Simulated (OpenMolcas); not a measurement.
**Fe V: effect of the basis set**

```yaml
Program: OpenMolcas 26.06
Method: CASSCF
Active_space: 4 electrons in 10 orbitals (3d 4d)
State_averaging: 2S+1 = 5 even, 5 roots; 2S+1 = 3 even, 45 roots; 2S+1 = 1 even, 44 roots
Spin-orbit_coupling: state interaction with AMFI integrals over the reference wave functions, term energies averaged over their components
```

A. ANO-RCC-VTZP [6s5p3d2f1g], DKH2, point nucleus; cost roughly 70 core-seconds
B. ANO-R2 [6s5p4d2f1g], X2C, finite nucleus; cost of the order of 80 core-seconds
C. ANO-RCC-VQZP [7s6p4d3f2g1h], DKH2, point nucleus; cost about 50 core-seconds

Energies in cm⁻¹ above 3d⁴ ⁵D₀, the measured ground level; measured values from Corliss and Sugar, J. Phys. Chem. Ref. Data 11, 135 (1982).

```json
{"Level": "3d⁴ ⁵D₀", "A": "0.0", "B": "0.0", "C": "0.0", "Measured": "0.0"}
{"Level": "3d⁴ ⁵D₁", "A": "153", "B": "147", "C": "147", "Measured": "142"}
{"Level": "3d⁴ ⁵D₂", "A": "450", "B": "432", "C": "432", "Measured": "417"}
{"Level": "3d⁴ ⁵D₃", "A": "878", "B": "844", "C": "843", "Measured": "803"}
{"Level": "3d⁴ ⁵D₄", "A": "1422", "B": "1367", "C": "1366", "Measured": "1283"}
{"Level": "3d⁴ ³H₄", "A": "26397", "B": "26484", "C": "26590", "Measured": "24932"}
{"Level": "3d⁴ ³H₅", "A": "26735", "B": "26809", "C": "26913", "Measured": "25226"}
{"Level": "3d⁴ ³H₆", "A": "27109", "B": "27168", "C": "27270", "Measured": "25528"}
{"Level": "3d⁴ ³P₀(1)", "A": "28126", "B": "28248", "C": "28378", "Measured": "24055"}
{"Level": "3d⁴ ³P₁(1)", "A": "29022", "B": "29115", "C": "29241", "Measured": "24973"}
{"Level": "3d⁴ ³F₂(1)", "A": "30431", "B": "30504", "C": "30630", "Measured": "26761"}
{"Level": "3d⁴ ³F₃(1)", "A": "30518", "B": "30592", "C": "30718", "Measured": "26842"}
{"Level": "3d⁴ ³P₂(1)", "A": "30591", "B": "30639", "C": "30759", "Measured": "26468"}
{"Level": "3d⁴ ³F₄(1)", "A": "30697", "B": "30763", "C": "30887", "Measured": "26974"}
{"Level": "3d⁴ ³G₃", "A": "33302", "B": "33420", "C": "33552", "Measured": "29817"}
{"Level": "3d⁴ ³G₄", "A": "33698", "B": "33802", "C": "33932", "Measured": "30147"}
{"Level": "3d⁴ ³G₅", "A": "34010", "B": "34107", "C": "34236", "Measured": "30430"}
{"Level": "3d⁴ ¹I₆", "A": "40011", "B": "39999", "C": "40170", "Measured": "37512"}
{"Level": "3d⁴ ¹G₄(1)", "A": "42133", "B": "42137", "C": "42322", "Measured": "36586"}
{"Level": "3d⁴ ³D₃", "A": "43165", "B": "43249", "C": "43421", "Measured": "36630"}
{"Level": "3d⁴ ³D₂", "A": "43273", "B": "43356", "C": "43528", "Measured": "36758"}
{"Level": "3d⁴ ³D₁", "A": "43404", "B": "43482", "C": "43654", "Measured": "36925"}
{"Level": "3d⁴ ¹S₀", "A": "48947", "B": "48905", "C": "49128", "Measured": "39633"}
{"Level": "3d⁴ ¹D₂", "A": "52265", "B": "52299", "C": "52527", "Measured": "46291"}
```

Deviations, from unrounded energies. A percentage is the sum of absolute deviations over the sum of measured energies, with the sign that they share, or ± where signs differ.

| Against measurement | Levels | A | B | C |
| --- | --- | --- | --- | --- |
| mean absolute deviation (cm-1) | 23 | 3500 | 3600 | 3700 |
| fine structure of the ground term (%) | 4 | +9.8 | +5.5 | +5.4 |
| other terms of the ground configuration (%) | 19 | +13.7 | +13.9 | +14.4 |

A, B, C lie about equally close to measurement. The largest miss of A in the table is 3d⁴ ¹S₀, by +9300 cm-1. The ranking rests on the paired levels alone, and a cruder setting can come out closer through cancelling errors.

Among A to C the level of the table that moves most is 3d⁴ ¹D₂, by 260 cm-1 (lowest in A, highest in C).

Without dynamic correlation excited terms often stand tens of per cent too high (terms of higher spin than the ground term too low), and those without a measured partner can miss by more than the paired ones. Active for correlation alone: 4d; no level in the range computed is led by a configuration that fills it, so any true level of that kind is missing. Measured partners are found by configuration, term and J. A level has none where our copy of the source lacks it or the pairing is in doubt (some pairs that miss far off the trend of their configuration count as doubtful), and it then counts in no deviation. Only configurations of the active space appear. The table leaves out levels that lie high or whose names do not pair safely across all columns.

A number in round brackets counts repeated terms of one configuration in the order of the reference energies.
